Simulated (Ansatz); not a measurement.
Mulliken charges of `F/C=C/[S][AlH2]` from ωB97M-V/def2-TZVPP in Ansatz (PBE0-D4/def2-TZVP geometry).

```json
{"atom": "F1", "x (Å)": "0.520", "y (Å)": "1.412", "z (Å)": "1.739", "charge (e)": "-0.166"}
{"atom": "C2", "x (Å)": "0.731", "y (Å)": "0.811", "z (Å)": "0.574", "charge (e)": "0.101"}
{"atom": "C3", "x (Å)": "0.774", "y (Å)": "-0.527", "z (Å)": "0.479", "charge (e)": "-0.121"}
{"atom": "S4", "x (Å)": "0.989", "y (Å)": "-1.360", "z (Å)": "-1.066", "charge (e)": "-0.188"}
{"atom": "Al5", "x (Å)": "-1.033", "y (Å)": "-0.444", "z (Å)": "-0.952", "charge (e)": "0.326"}
{"atom": "H6", "x (Å)": "0.914", "y (Å)": "1.501", "z (Å)": "-0.243", "charge (e)": "0.166"}
{"atom": "H7", "x (Å)": "0.630", "y (Å)": "-1.112", "z (Å)": "1.385", "charge (e)": "0.130"}
{"atom": "H8", "x (Å)": "-2.157", "y (Å)": "-1.197", "z (Å)": "-0.137", "charge (e)": "-0.121"}
{"atom": "H9", "x (Å)": "-1.280", "y (Å)": "0.869", "z (Å)": "-1.797", "charge (e)": "-0.127"}
```

Task: By hand: the dipole of these point charges (1 e Å = 4.8032 D).

Result: Σ q r = (0.028, 0.161, -0.014) e Å, of length 0.164 e Å = 0.79 D.

Task: How does the dipole of the full density compare? (An estimate is asked.)

Result: Ansatz gave: (0.050, 0.121, 0.073) e Å, 0.72 D; the point charges give 1.10 times that, at 36° from its direction.

Point charges leave out the atoms' own dipoles, such as those of lone pairs, and Mulliken's split depends on the basis, so the two needn't agree.
